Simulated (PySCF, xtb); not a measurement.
ZrF₄, SMILES [F][Zr]([F])([F])[F], multiplicity 1.

Harmonic wavenumbers (cm⁻¹) from GFN2-xTB (xtb) at its own minimum, in rising order: 152, 152, 156, 156, 156, 518, 575, 575, 575.

What does PBE-D3(BJ)/def2-SVP (PySCF) give at its own minimum? (An estimate is asked for; the answer gives what the named calculation found.)

154, 154, 163, 163, 163, 663, 690, 690, 690. Paired by order, the mean absolute difference is 57 cm⁻¹ and the zero-point energies are 4.3 and 5.0 kcal/mol.
